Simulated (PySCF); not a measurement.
A structure optimised at PBE-D3(BJ)/def2-SVP, used in a PySCF frequency run:

```
N
H 1 1.0238
C 1 1.4556 2 114.72
H 3 1.1098 1 109.72 2 173.37
H 3 1.1104 4 106.80 1 120.36
H 3 1.1145 4 107.13 5 115.58
Si 1 1.7182 2 116.69 3 -156.00
H 7 1.4917 1 110.20 2 -155.13
Cl 7 2.0715 8 111.51 1 -118.37
Cl 7 2.0903 8 106.31 1 124.69
```
Charge 0, spin multiplicity 1.

### Question
Write its SMILES and formula.

### Answer
CN[SiH](Cl)Cl, CH₅Cl₂NSi

### Question
What are its rotational constants (standard atomic weights)?

### Answer
2.4652, 1.9022, 1.1452 GHz
